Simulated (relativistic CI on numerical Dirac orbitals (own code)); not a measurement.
**The 4-electron sequence from Be to V19+**

Computed by Dirac-Coulomb-Breit CI, orbitals from a KLI potential per configuration, model QED, unscaled Slater integrals (own radial code, finite nucleus).

Configurations in the expansion (outside the closed core 1s2): 2s², 2s2p, 2p², 2p3s, 2p3p, 2s3s, 2s3p. Levels of other configurations are missing.

Energies above each ion's lowest level, in eV. Levels are followed by their leading LS label, which can pass from one level to another where the coupling changes.

| Ion | 2s² ¹S0 | 2s2p ³P°0 | 2s2p ³P°1 | 2s2p ³P°2 | 2s2p ¹P°1 | 2s3s ³S1 | 2s3s ¹S0 |
| --- | --- | --- | --- | --- | --- | --- | --- |
| Be | 0 | 2.739 | 2.739 | 2.7392 | 6.0651 | 6.3082 | 6.6679 |
| B+ | 0 | 4.7153 | 4.7159 | 4.7177 | 10.349 | 15.975 | 16.57 |
| C2+ | 0 | 6.6091 | 6.6118 | 6.6183 | 14.088 | 29.416 | 30.576 |
| N3+ | 0 | 8.4628 | 8.4702 | 8.4873 | 17.683 | 46.647 | 48.141 |
| O4+ | 0 | 10.296 | 10.312 | 10.349 | 21.22 | 67.673 | 69.513 |
| F5+ | 0 | 12.118 | 12.15 | 12.22 | 24.733 | 92.497 | 94.689 |
| Ne6+ | 0 | 13.935 | 13.99 | 14.111 | 28.244 | 121.13 | 123.67 |
| Mg8+ | 0 | 17.563 | 17.701 | 18.003 | 35.316 | 189.82 | 193.08 |
| Al9+ | 0 | 19.378 | 19.581 | 20.027 | 38.899 | 229.9 | 233.52 |
| Si10+ | 0 | 21.195 | 21.483 | 22.119 | 42.528 | 273.81 | 277.79 |
| P11+ | 0 | 23.015 | 23.41 | 24.293 | 46.216 | 321.56 | 325.91 |
| S12+ | 0 | 24.837 | 25.367 | 26.563 | 49.972 | 373.17 | 377.88 |
| Cl13+ | 0 | 26.663 | 27.357 | 28.945 | 53.811 | 428.64 | 433.73 |
| Ar14+ | 0 | 28.492 | 29.382 | 31.456 | 57.747 | 487.99 | 493.45 |
| K15+ | 0 | 30.326 | 31.447 | 34.113 | 61.795 | 551.23 | 557.07 |
| Ca16+ | 0 | 32.164 | 33.554 | 36.936 | 65.973 | 618.38 | 624.6 |
| Sc17+ | 0 | 34.006 | 35.705 | 39.945 | 70.299 | 689.46 | 696.05 |
| Ti18+ | 0 | 35.854 | 37.902 | 43.162 | 74.795 | 764.47 | 771.45 |
| V19+ | 0 | 37.708 | 40.147 | 46.61 | 79.482 | 843.44 | 850.81 |

The lowest level keeps the configuration 2s² and J = 0 throughout.

Between Z = 20 and 23 the energy of 2s2p ³P°0 follows a local power law Z^1.1. For orientation: electrostatic splittings inside a shell grow about linearly with the screened charge, excitations that change n as its square, and fine structure as its fourth power; written in Z itself the exponents are larger, since the screened charge grows faster in proportion.

The members near neutrality are the least accurate: they can be off by several eV, miss lower levels of configurations outside the list, or start from a wrong lowest level.
